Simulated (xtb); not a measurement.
silicon dioxide molecule (O2Si), SMILES O=[Si]=O. All values are semi-empirical tight-binding results from xtb (GFN2-xTB unless named), good for trends rather than for accurate numbers. The structure is a stationary point at GFN2-xTB.

Estimate the properties. (An estimate is asked for; the answer gives what the named calculation found.)


| Item | Result |
|---|---|
| point group as xtb finds it | D∞h |
| orbital gap | 7.87 eV |
| dipole moment | 0.00 D |
| zero-point energy | 5.1 kcal/mol |
| G − E(el) at 298.15 K (modified RRHO) | -8.7 kcal/mol |
| static polarisability (D4 model) | 40.5 bohr³ |
| solvation energy, GFN2-xTB/ALPB(water) | 5.0 kcal/mol |
| solvation energy, GFN2-xTB/ALPB(acetonitrile) | 0.7 kcal/mol |
